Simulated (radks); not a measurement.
Values are calculated unless marked as measured or tabulated.
All-electron atom: Re IV in [Xe] 4f14 5d4. Level of theory: scalar-relativistic Kohn-Sham, r2SCAN, spin-unpolarised, spherical densities, finite nucleus; meta-GGA in the generalised Kohn-Sham scheme; Fermi nuclear charge, rms radius 5.3698 fm (a radial shooting solver on a logarithmic mesh with Libxc functionals).

Local quantities along the radius. ELF = 1/(1 + alpha^2) is the electron localisation function; alpha = (tau - tau_W)/tau_unif compares the Pauli kinetic energy density with that of the uniform gas; 4 pi r^2 rho is in e/bohr. tau is taken from the large components.

r (bohr)    ELF    alpha  4 pi r^2 rho
0.001192  0.999  0.02412         10.66
0.001377  0.999  0.02508         13.19
0.001577  0.999  0.02622         16.07
0.001821  0.999  0.02774         19.72
0.002104  0.999  0.02966         24.04
0.002429  0.999  0.03210         29.12
0.002806  0.999  0.03521         35.01
0.00324   0.998  0.03920         41.71
0.003742  0.998  0.04439         49.20
0.004322  0.997  0.05123         57.36
0.004991  0.996  0.06039         65.98
0.005764  0.995  0.07290         74.75
0.006604  0.992  0.08923         82.76
0.007626  0.987   0.1137         90.45
0.008808  0.978   0.1494         96.73
0.01017   0.960   0.2030         101.0
0.01175   0.925   0.2844         102.9
0.01357   0.857   0.4091         102.2
0.01567   0.738   0.5954         99.49
0.01809   0.579   0.8531         95.62
0.0209    0.430    1.151         92.25
0.02413   0.345    1.379         91.27
0.02787   0.337    1.402         94.35
0.03193   0.401    1.223         101.7
0.03688   0.523   0.9553         113.2
0.04259   0.648   0.7364         125.9
0.04919   0.726   0.6139         135.7
0.0568    0.740   0.5925         138.6
0.0656    0.681   0.6838         133.2
0.07576   0.545   0.9129         121.9
0.0875    0.397    1.234         110.8
0.101     0.344    1.381         106.5
0.1167    0.425    1.164         111.9
0.1337    0.576   0.8589         121.6
0.1544    0.697   0.6589         127.3
0.1783    0.719   0.6254         120.2
0.2059    0.611   0.7973         100.7
0.2378    0.385    1.263         78.64
0.2747    0.264    1.668         66.37
0.3172    0.367    1.312         67.97
0.3664    0.586   0.8400         76.01
0.4231    0.704   0.6486         78.75
0.4886    0.703   0.6506         70.47
0.5643    0.607   0.8042         54.59
0.6465    0.459    1.086         39.34
0.7467    0.342    1.386         27.76
0.8623    0.356    1.346         21.29
0.9959    0.479    1.044         17.57
1.15      0.593   0.8292         14.32
1.328     0.612   0.7956         10.80
1.534     0.534   0.9334         7.353
1.772     0.385    1.263         4.522
2.046     0.227    1.846         2.539
2.363     0.115    2.775         1.309
2.707     0.055    4.154        0.6413
3.126     0.022    6.715        0.2663
3.611     0.007    12.04       0.09328
4.17      0.002    25.05       0.02629
4.816     0.000    62.48      0.005700
5.561     0.000    192.2     0.0009087

On this mesh the ELF has minima near r = 0.028, 0.10, 0.27, 0.75 bohr, which separate the shells, and maxima near 0.057 (0.74), 0.18 (0.72), 0.42 (0.70), 1.3 (0.61).
